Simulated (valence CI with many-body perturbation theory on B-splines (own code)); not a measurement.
Results of a calculation; reference values are marked as such.
# Ladder of approximations for Ag33+

Method: relativistic CI+MBPT: four valence electrons over a frozen Dirac-Fock core [Ne], radial functions for each j: 11 s, 11 p, 9 d, 7 f, 5 g, 2 h, 1 i, with the one-electron correlation potential Σ1 (screened to all orders), the two-electron term Σ2, the three-electron term Σ3, Breit, model QED; selected single and double excitations, second order for the rest (own B-spline code, finite nucleus).

The last digits are not significant, and no measured levels were compared; by estimate large intervals hold to a few tenths of a per cent, small ones and those within an open d or f shell to about a per cent.

Each rung adds one term. CI alone is the Dirac-Coulomb CI over the frozen core; QED comes last and gives the full result, which names the levels. Energies are above (3s^2 3p1/2^2) J=0 on the same rung, in cm⁻¹.

Levels are named by their leading jj configuration (3d3/2^4 stands for four electrons in 3d with j = 3/2), which in mixed levels can hold well under half, so a name can repeat and another be missing. Letters in brackets count levels of one name in rising energy.

```tsv
Level	CI alone	+ Σ1	+ Σ2	+ Σ3	+ Breit	Full
(3s^2 3p1/2 3p3/2) J=1	297164	297623	298071	298185	292849	293491
(3s^2 3p1/2 3p3/2) J=2	340674	341147	341358	341378	335147	335820
(3s^2 3p3/2^2) J=2	668527	669453	670059	670108	658962	660229
(3s^2 3p3/2^2) J=0	763915	764844	765008	764805	754554	755757
(3s 3p1/2^2 3p3/2) J=2	954471	953420	954375	954851	953797	947967
(3s 3p1/2^2 3p3/2) J=1	1091820	1090790	1090280	1090620	1089380	1084070
(3s 3p1/2 3p3/2^2) J=2 [a]	1225440	1224790	1226140	1226670	1220810	1216190
(3s^2 3p1/2 3d3/2) J=2	1282070	1281160	1280520	1280510	1272030	1271390
(3s 3p1/2 3p3/2^2) J=3	1298580	1297990	1298910	1299380	1291440	1287100
(3s 3p1/2 3p3/2^2) J=0	1393620	1393000	1393310	1393580	1388320	1383430
(3s 3p1/2 3p3/2^2) J=1 [a]	1416450	1415780	1414310	1414430	1408200	1404130
(3s 3p1/2 3p3/2^2) J=2 [b]	1443870	1443280	1442130	1442160	1432930	1430590
(3s^2 3p1/2 3d5/2) J=3	1468670	1468140	1466260	1465830	1453870	1453430
(3s^2 3p1/2 3d3/2) J=1	1484860	1484040	1480010	1479550	1472770	1470180
(3s^2 3p1/2 3d5/2) J=2	1530510	1529910	1525440	1524880	1516190	1513940
(3s 3p1/2 3p3/2^2) J=1 [b]	1543780	1543080	1538500	1538230	1532460	1528150
(3s^2 3p3/2 3d5/2) J=2 [a]	1653550	1653420	1653860	1654130	1640450	1638400
(3s^2 3p3/2 3d5/2) J=4	1724980	1724930	1724310	1724070	1706320	1707030
(3s^2 3p3/2 3d3/2) J=1	1760100	1759630	1755590	1755110	1743060	1742120
```

How does the ionisation energy move along the ladder, and which term matters most?

CI alone 2076.6, + Σ1 2077.5, + Σ2 2077.5, + Σ3 2077.3, + Breit 2075.5, + QED 2075.5 eV. The largest step is Breit, -1.8 eV. NIST lists 2077 ± 4 eV (semi-empirical).
